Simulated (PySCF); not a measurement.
Several structures and their simulated spectra, in scrambled order.

A. SMILES N#CC1(OC(F)(F)F)CC1
B. `InChI=1S/C7H4F2O/c8-6-4-2-1-3-5(6)7(9)10/h1-4H`
C. `InChI=1S/C5H9ClOSi2/c6-9(7-5-8)3-1-2-4-9/h1-4H,5H2,8H3`

Spectrum 1. ¹H NMR (500 MHz, computed): δ 8.60 (m, 1H), 7.95 (m, 1H), 7.58 (m, 1H), 7.49 (m, 1H). ¹³C{¹H} NMR (computed): δ 174.1 (C), 165.0 (C), 143.7 (CH), 143.0 (CH), 129.5 (CH), 123.5 (CH), 117.9 (C).

Spectrum 2. ¹H NMR (500 MHz, computed): δ 7.13 (m, 2H), 5.63 (d, 2H), 4.00 (m, 3H), 3.91 (m, 2H). ¹³C{¹H} NMR (computed): δ 155.6 (CH), 131.7 (CH), 53.1 (CH2).

Spectrum 3. ¹H NMR (500 MHz, computed): δ 1.72 (m, 2H), 1.41 (m, 2H). ¹³C{¹H} NMR (computed): δ 131.8 (C), 122.2 (C), 49.0 (C), 19.9 (CH2).

- GFN2-xTB structure
- PBE0/pcSseg-1 with gauge-including orbitals
- run in PySCF
- relativity neglected, equivalent nuclei averaged, gas phase, one computed conformer

References, each an isolated molecule treated in the same way: TMS for ¹H (σref 31.72), ¹³C (σref 186.93). Splittings of carbon signals by F and P are missing where no couplings were computed. Where no couplings were computed, multiplicities follow the n + 1 count of equivalent neighbours, and m marks all less simple cases (inequivalent or close neighbours, rings, F or P nearby). Shifts are as computed. Against solution values, carbons near 30 ppm lie about +3 ppm off and those near 130 ppm about +5 ppm. Of 1211 compounds with measured shifts, 218 miss one by over three times the rms of a fit or turn the order of signals round; such compounds aren't used in these exercises.

Question: Which spectrum belongs to which compound?

Answer: 1–B, 2–C, 3–A.

- Spectrum 1 (B): 7 ¹³C signals; δC 174.1 is an aromatic carbon bearing fluorine; δC 129.5 is an aromatic CH.
- Spectrum 2 (C): 3 ¹³C signals; δC 155.6 is an alkene CH; δC 131.7 is an alkene CH.
- Spectrum 3 (A): 4 ¹³C signals; δC 131.8 is a CF3 carbon; δC 122.2 is a nitrile carbon.
